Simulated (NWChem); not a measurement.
System: C2H5BO2; SMILES C=CB(O)O

Input file for NWChem:

```
start job
memory heap 200 mb stack 900 mb global 1100 mb
geometry units angstroms noautoz
  B     -0.011687    -0.509477     0.000678
  C     -0.666114     0.914090     0.002316
  C      0.060780     2.038333    -0.001692
  H     -1.760740     1.014365     0.006481
  H     -0.393223     3.035320    -0.000961
  H      1.155277     1.995040    -0.005878
  O      1.343931    -0.615260     0.000631
  H      1.623100    -1.537253    -0.000998
  O     -0.744090    -1.665020    -0.001039
  H     -1.692227    -1.509520    -0.001258
end
basis spherical
  * library def2-tzvp
end
dft
  xc pw6b95
  iterations 150
  semidirect filesize 400000000
  mulliken
end
task dft energy
```

Geometry: optimised at PBE0/def2-SVP.

Question: Predict the main results of this run. (PW6B95/def2-TZVP.) Quantities: energy (Ha); highest occupied level (eV); orbital gap (eV); dipole (D).

Answer: 
* **energy (Ha)**: -255.02
* **highest occupied level (eV)**: -7.96
* **orbital gap (eV)**: 7.30
* **dipole (D)**: 1.28
